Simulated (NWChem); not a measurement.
All runs are NWChem calculations. System: CCl2, charge 0, spin multiplicity 1, at a geometry optimised with B3LYP/def2-SVP. The structure started from a generated list of species. Level: CCSD(T)/def2-SVP, 11 core orbitals frozen.

Job file:

```
start mol
memory heap 100 mb stack 700 mb global 1900 mb
geometry units angstroms nocenter noautoz
  Cl     1.416657     0.000000    -0.150404
  C      0.000000     0.000000     0.852289
  Cl    -1.416657     0.000000    -0.150404
  symmetry group C2v
end
basis spherical
  * library def2-svp
end
scf
  rhf
  nopen 0
  maxiter 100
  thresh 1e-7
  semidirect memsize 60000000 filesize 0
end
tce
  freeze core 11
  ccsd(t)
  2eorb
  2emet 13
  thresh 1e-6
  maxiter 100
  tilesize 24
end
task tce energy
```

Output (cleaned and shortened):

```
             Northwest Computational Chemistry Package (NWChem) 7.3.0
             --------------------------------------------------------

                                NWChem Input Module
                                -------------------

 Scaling coordinates for geometry "geometry" by  1.889725989
 (inverse scale =  0.529177249)

 Turning off AUTOSYM since
 SYMMETRY directive was detected!

                             Geometry "geometry" -> ""
                             -------------------------

 Output coordinates in angstroms (scale by  1.889725989 to convert to a.u.)

  No.       Tag          Charge          X              Y              Z
 ---- ---------------- ---------- -------------- -------------- --------------
    1 Cl                  17.0000     1.41665700     0.00000000    -0.15040400
    2 C                    6.0000     0.00000000     0.00000000     0.85228900
    3 Cl                  17.0000    -1.41665700     0.00000000    -0.15040400

 Effective nuclear repulsion energy (a.u.)     116.1751720533

            Nuclear Dipole moment (a.u.)
            ----------------------------
        X                 Y               Z
 ---------------- ---------------- ----------------
     0.0000000000     0.0000000000    -0.0000037795

      Symmetry information
      --------------------

 Group name             C2v
 Group number             16
 Group order               4
 No. of unique centers     2

      Symmetry unique atoms

     1    2


 Summary of "ao basis" -> "" (spherical)
 ------------------------------------------------------------------------------
       Tag                 Description            Shells   Functions and Types
 ---------------- ------------------------------  ------  ---------------------
 *                          def2-svp                  on all atoms

 Summary of "ao basis" -> "ao basis" (spherical)
 ------------------------------------------------------------------------------
       Tag                 Description            Shells   Functions and Types
 ---------------- ------------------------------  ------  ---------------------
 Cl                         def2-svp                 8       18   4s3p1d
 C                          def2-svp                 6       14   3s2p1d

                                 NWChem SCF Module
                                 -----------------

  ao basis        = "ao basis"
  functions       =    50
  atoms           =     3
  closed shells   =    20
  open shells     =     0
  charge          =   0.00
  wavefunction    = RHF
  use symmetry    = T
  symmetry adapt  = T

 Summary of "ao basis" -> "ao basis" (spherical)
 ------------------------------------------------------------------------------
       Tag                 Description            Shells   Functions and Types
 ---------------- ------------------------------  ------  ---------------------
 Cl                         def2-svp                 8       18   4s3p1d
 C                          def2-svp                 6       14   3s2p1d

      Symmetry analysis of basis
      --------------------------

        a1         20
        a2          6
        b1         16
        b2          8

 Forming initial guess at       0.0s

      Superposition of Atomic Density Guess
      -------------------------------------

 Sum of atomic energies:        -956.27184893

      Non-variational initial energy
      ------------------------------

 Total energy =    -956.738727
 1-e energy   =   -1552.021466
 2-e energy   =     479.107568
 HOMO         =      -0.239640
 LUMO         =      -0.047852

      Symmetry analysis of molecular orbitals - initial
      -------------------------------------------------

  Numbering of irreducible representations:

     1 a1          2 a2          3 b1          4 b2

  Orbital symmetries:

     1 b1          2 a1          3 a1          4 a1          5 b1
     6 a1          7 b1          8 a1          9 b2         10 b1
    11 a2         12 a1         13 b1         14 a1         15 b1
    16 a1         17 b2         18 a2         19 b1         20 a1
    21 b2         22 a1         23 b1         24 a1         25 b1
    26 a1         27 b2         28 a1         29 b1         30 a2

 Starting SCF solution at       0.1s

 ----------------------------------------------
         Quadratically convergent ROHF

 Convergence threshold     :          1.000E-07
 Maximum no. of iterations :          100
 Final Fock-matrix accuracy:          1.000E-09
 ----------------------------------------------

              iter       energy          gnorm     gmax       time
             ----- ------------------- --------- --------- --------
                 1     -956.3536749936  8.91D-01  2.98D-01      0.1
                 2     -956.4139166318  2.10D-01  7.15D-02      0.1
                 3     -956.4225429958  1.33D-02  3.43D-03      0.2
                 4     -956.4225674119  1.63D-04  6.55D-05      0.2
                 5     -956.4225674172  2.10D-08  7.57D-09      0.2

       Final RHF  results
       ------------------

         Total SCF energy =   -956.422567417191
      One-electron energy =  -1551.167532312497
      Two-electron energy =    478.569792841976
 Nuclear repulsion energy =    116.175172053329

        Time for solution =      0.1s

       Symmetry analysis of molecular orbitals - final
       -----------------------------------------------

  Numbering of irreducible representations:

     1 a1          2 a2          3 b1          4 b2

  Orbital symmetries:

     1 b1          2 a1          3 a1          4 b1          5 a1
[...]
    21 b2         22 a1         23 b1         24 a1         25 b1
    26 a1         27 b2         28 a1         29 b1         30 a2

             Final eigenvalues
             -----------------

              1
    1 -104.8412
    2 -104.8412
    3  -11.4098
    4  -10.6053
    5  -10.6052
    6   -8.0798
    7   -8.0798
    8   -8.0768
    9   -8.0768
   10   -8.0760
   11   -8.0760
   12   -1.2204
   13   -1.1259
   14   -0.7995
   15   -0.6142
   16   -0.5789
   17   -0.5515
   18   -0.4852
   19   -0.4698
   20   -0.4005
   21    0.0322
   22    0.1928
   23    0.2426
   24    0.4949
   25    0.5875
   26    0.6640
   27    0.7046
   28    0.7094
   29    0.7486
   30    0.9150

                       ROHF Final Molecular Orbital Analysis
                       -------------------------------------

 Vector   18  Occ=2.000000D+00  E=-4.851654D-01  Symmetry=a2
              MO Center= -1.9D-14,  1.1D-16, -1.3D-01, r^2= 3.1D+00
   Bfn.  Coefficient  Atom+Function         Bfn.  Coefficient  Atom+Function
  ----- ------------  ---------------      ----- ------------  ---------------
    12      0.476767  1 Cl py                44     -0.476767  3 Cl py
     9      0.339824  1 Cl py                41     -0.339824  3 Cl py
     6      0.195986  1 Cl py                38     -0.195986  3 Cl py

 Vector   19  Occ=2.000000D+00  E=-4.697610D-01  Symmetry=b1
              MO Center= -9.6D-16, -2.6D-17, -1.1D-01, r^2= 3.2D+00
   Bfn.  Coefficient  Atom+Function         Bfn.  Coefficient  Atom+Function
  ----- ------------  ---------------      ----- ------------  ---------------
    11      0.381652  1 Cl px                43      0.381652  3 Cl px
    13      0.305254  1 Cl pz                45     -0.305254  3 Cl pz
     8      0.275935  1 Cl px                40      0.275935  3 Cl px
    10      0.225048  1 Cl pz                42     -0.225048  3 Cl pz
     5      0.157652  1 Cl px                37      0.157652  3 Cl px

 Vector   20  Occ=2.000000D+00  E=-4.005487D-01  Symmetry=a1
              MO Center= -9.8D-17,  9.4D-16,  6.1D-01, r^2= 2.5D+00
   Bfn.  Coefficient  Atom+Function         Bfn.  Coefficient  Atom+Function
  ----- ------------  ---------------      ----- ------------  ---------------
    24      0.415687  2 C  pz                21      0.379213  2 C  s
    13     -0.366661  1 Cl pz                45     -0.366661  3 Cl pz
    20      0.292634  2 C  s                 27      0.248775  2 C  pz
    10     -0.246844  1 Cl pz                42     -0.246844  3 Cl pz

 Vector   21  Occ=0.000000D+00  E= 3.221448D-02  Symmetry=b2
              MO Center= -3.1D-15, -5.7D-16,  6.5D-01, r^2= 2.0D+00
   Bfn.  Coefficient  Atom+Function         Bfn.  Coefficient  Atom+Function
  ----- ------------  ---------------      ----- ------------  ---------------
    26      0.649830  2 C  py                23      0.505587  2 C  py
    12     -0.330883  1 Cl py                44     -0.330883  3 Cl py
     9     -0.152369  1 Cl py                41     -0.152369  3 Cl py

 Vector   22  Occ=0.000000D+00  E= 1.927639D-01  Symmetry=a1
              MO Center=  3.2D-14,  2.5D-16,  1.8D-01, r^2= 2.8D+00
   Bfn.  Coefficient  Atom+Function         Bfn.  Coefficient  Atom+Function
  ----- ------------  ---------------      ----- ------------  ---------------
    21      0.948258  2 C  s                 27     -0.829450  2 C  pz
    11      0.710532  1 Cl px                43     -0.710532  3 Cl px
     4     -0.628165  1 Cl s                 36     -0.628165  3 Cl s
    20      0.495585  2 C  s                 24     -0.431913  2 C  pz
    13     -0.307861  1 Cl pz                45     -0.307861  3 Cl pz

 Vector   23  Occ=0.000000D+00  E= 2.426049D-01  Symmetry=b1
              MO Center= -2.0D-14,  1.4D-15,  4.9D-01, r^2= 2.8D+00
   Bfn.  Coefficient  Atom+Function         Bfn.  Coefficient  Atom+Function
  ----- ------------  ---------------      ----- ------------  ---------------
    25      1.106507  2 C  px                22      0.551864  2 C  px
     4     -0.548770  1 Cl s                 36      0.548770  3 Cl s
    13     -0.530607  1 Cl pz                45      0.530607  3 Cl pz
    11      0.472114  1 Cl px                43      0.472114  3 Cl px
     3     -0.197789  1 Cl s                 35      0.197789  3 Cl s

 center of mass
 --------------
 x =   0.00000000 y =   0.00000000 z =  -0.00672151

 moments of inertia (a.u.)
 ------------------
          36.774134523479           0.000000000000           0.000000000000
           0.000000000000         538.005732230373           0.000000000000
           0.000000000000           0.000000000000         501.231597706895

  Mulliken analysis of the total density
  --------------------------------------

    Atom       Charge   Shell Charges
 -----------   ------   -------------------------------------------------------
    1 Cl  17    17.10   2.00  1.99  1.22  0.74  5.94  2.09  3.07  0.04
    2 C    6     5.81   1.99  1.16  0.52  1.45  0.63  0.06
    3 Cl  17    17.10   2.00  1.99  1.22  0.74  5.94  2.09  3.07  0.04

       Multipole analysis of the density wrt the origin
       ------------------------------------------------

     L   x y z        total         open         nuclear
     -   - - -        -----         ----         -------
     0   0 0 0     -0.000000      0.000000     40.000000

     1   1 0 0      0.000000      0.000000      0.000000
     1   0 1 0     -0.000000      0.000000      0.000000
     1   0 0 1     -0.406777      0.000000     -0.000004

     2   2 0 0    -22.289332      0.000000    243.672216
     2   1 1 0      0.000000      0.000000      0.000000
     2   1 0 1     -0.000000      0.000000      0.000000
     2   0 2 0    -22.043053      0.000000      0.000000
     2   0 1 1      0.000000      0.000000      0.000000
     2   0 0 2    -24.913484      0.000000     18.310652

                   NWChem Extensible Many-Electron Theory Module
                   ---------------------------------------------


            General Information
            -------------------
      Number of processors :     1
         Wavefunction type : Restricted Hartree-Fock
          No. of electrons :    40
           Alpha electrons :    20
            Beta electrons :    20
           No. of orbitals :   100
            Alpha orbitals :    50
             Beta orbitals :    50
        Alpha frozen cores :    11
         Beta frozen cores :    11
     Alpha frozen virtuals :     0
      Beta frozen virtuals :     0
         Spin multiplicity : singlet
    Number of AO functions :    50
       Number of AO shells :    22
        Use of symmetry is : on
      Symmetry adaption is : on
         Schwarz screening : 0.10D-09

          Correlation Information
          -----------------------
          Calculation type : Coupled-cluster singles & doubles w/ perturbation
   Perturbative correction : (T)
            Max iterations :      100
        Residual threshold : 0.10D-05
     T(0) DIIS level shift : 0.00D+00
     L(0) DIIS level shift : 0.00D+00
     T(1) DIIS level shift : 0.00D+00
     L(1) DIIS level shift : 0.00D+00
     T(R) DIIS level shift : 0.00D+00
     T(I) DIIS level shift : 0.00D+00
   CC-T/L Amplitude update :  5-th order DIIS
                I/O scheme : Global Array Library
        L-threshold :  0.10D-05
        EOM-threshold :  0.10D-05
 no EOMCCSD initial starts read in
 TCE RESTART OPTIONS
 SLICE:      F
 D4D5:       F
 quantumc:   F
 qrotation:  F
 pwtce:      F
 qducc:      F
 nacto:                         0
 nrotv:                         0
 nrot:                          0

            Memory Information
            ------------------
          Available GA space size is     249034300 doubles
          Available MA space size is     104854924 doubles

 Maximum block size supplied by input
 Maximum block size        24 doubles

 tile_dim =     11

 -------------------------------------------------

 Global array virtual files algorithm will be used

 Parallel file system coherency ......... OK

 4-electron integrals stored in orbital form

 v2    file size   =           140401
 4-index algorithm nr.  13 is used
 imaxsize =       30
 imaxsize ichop =        0


CCSD iterations
 ---------------------------------------------------------
 Iter          Residuum       Correlation     Cpu    Wall
 ---------------------------------------------------------
    1   0.1428701150502  -0.3821403467827     0.2     0.2
    2   0.0427781238701  -0.4050079776133     0.2     0.2
    3   0.0176056312121  -0.4126195369176     0.2     0.2
    4   0.0094345364016  -0.4144554005239     0.2     0.2
    5   0.0053897871335  -0.4154899673546     0.2     0.2
    6   0.0020799467918  -0.4162152562086     0.2     0.2
    7   0.0010573243663  -0.4163291519619     0.2     0.2
    8   0.0006547351630  -0.4163655541993     0.2     0.2
    9   0.0004351323706  -0.4163663715639     0.2     0.2
   10   0.0002855402587  -0.4163823117086     0.2     0.2
   11   0.0000452740265  -0.4163990731445     0.2     0.2
   12   0.0000178505300  -0.4164041613170     0.2     0.2
   13   0.0000090405006  -0.4164061650482     0.2     0.2
   14   0.0000051015575  -0.4164066442110     0.2     0.2
   15   0.0000030336335  -0.4164069907698     0.2     0.2
   16   0.0000010859677  -0.4164072826847     0.2     0.2
   17   0.0000005154809  -0.4164072997039     0.2     0.2
 -----------------------------------------------------------------
 Iterations converged
 CCSD correlation energy / hartree =        -0.416407299703872
 CCSD total energy / hartree       =      -956.838974716895109

 Singles contributions

 Doubles contributions
 CCSD(T)
 Using plain CCSD(T) code
             total no. of tasks          500
 total no. of tasks / no. procs          500
                         wl_min           64           2.0
                         wl_max        85184           6.6
        thresh for no. of tasks          500

 CCSD[T]  correction energy / hartree =        -0.016196462767034
 CCSD[T] correlation energy / hartree =        -0.432603762470906
 CCSD[T] total energy / hartree       =      -956.855171179662193
 CCSD(T)  correction energy / hartree =        -0.014785081197878
 CCSD(T) correlation energy / hartree =        -0.431192380901749
 CCSD(T) total energy / hartree       =      -956.853759798092938

 Task  times  cpu:        4.5s     wall:        4.5s

 Total times  cpu:        4.5s     wall:        4.5s
```
